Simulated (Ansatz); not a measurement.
`CCC(C)C(C)=O` → `CC(=O)CC(C)C`  (isomerisation)

Calculated with Ansatz (gas phase, PBE0-D4/def2-TZVP geometries, no zero-point term in ΔE). CCSD(T)/CBS is the MP2 limit (def2-TZVPP, def2-QZVPP) plus CCSD(T) − MP2 in def2-TZVPP, frozen cores. DFT in def2-TZVPP. Each species was taken in one conformer, which may not be the lowest.

```tsv
species	r2SCAN-D4 energy (Eh)
`CCC(C)C(C)=O`	-311.03295
`CC(=O)CC(C)C`	-311.03419
```

**Question.** Work out ΔE.

**Answer.** ΔE = (-311.03419) − (-311.03295) = -0.00124 Eh = -3.3 kJ/mol. CCSD(T)/CBS gives -2.3 kJ/mol.

Largest T1 diagnostic among the species: 0.012.

Leaving LDA and LC-ωPBE aside and taking each functional with its dispersion term where it has one, the values, not all of them listed here, spread over 2.4 kJ/mol, from B97M-V to BLYP-D4.
